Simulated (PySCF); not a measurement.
Species: SeMeF5, CH3F5Se.
Geometry (PBE0-D3(BJ)/def2-SVP, Å), atoms numbered from 1 in this order:
```
atom  x, y, z in Å
Se1    0.005    0.001   -0.657
C2     0.020   -0.018    1.255
H3    -0.999   -0.261    1.573
H4     0.327    0.983    1.574
H5     0.742   -0.788    1.545
F6     0.016   -0.005   -2.372
F7     1.738   -0.007   -0.717
F8    -1.726    0.017   -0.740
F9     0.012    1.732   -0.734
F10   -0.011   -1.732   -0.723
```

Lines to be assigned: C 1s: 292.76 eV; F 1s: 692.79 (area 4), 693.03 (area 1) eV.

Level of theory: PySCF 2.14.0, delta-SCF UKS SCAN, pcX-2 on the ionised atom, pcseg-1 elsewhere, spin-free X2C. Isolated species at its PBE0-D3(BJ)/def2-SVP geometry, gas phase.

(1) Assign the F 1s lines to atoms.

Results:

(1) 692.79 eV: F7/F8/F9/F10 (fluorine bonded to Se); 693.03 eV: F6 (fluorine bonded to Se). The 2 F 1s values lie within 0.24 eV of each other; Gaussian lines of 0.5 eV full width would blend them into one maximum.

Bonded neighbours of each site: C2: Se and 3 H; F6: Se; F7/F8/F9/F10: Se.

Which effective nuclear charge Zeff reproduces each element's mean 1s value in the hydrogen-like formula E = 13.606 eV × Zeff²?

C (Z = 6): mean 292.8 eV, Zeff = 4.64, Z − Zeff = 1.36; F (Z = 9): mean 692.8 eV, Zeff = 7.14, Z − Zeff = 1.86. Means run over the listed sites, weighted by atom count.

Topologically equivalent atoms share the value of their first member; where this conformer doesn't relate them by symmetry, their own values could differ. No level of selenium is listed.
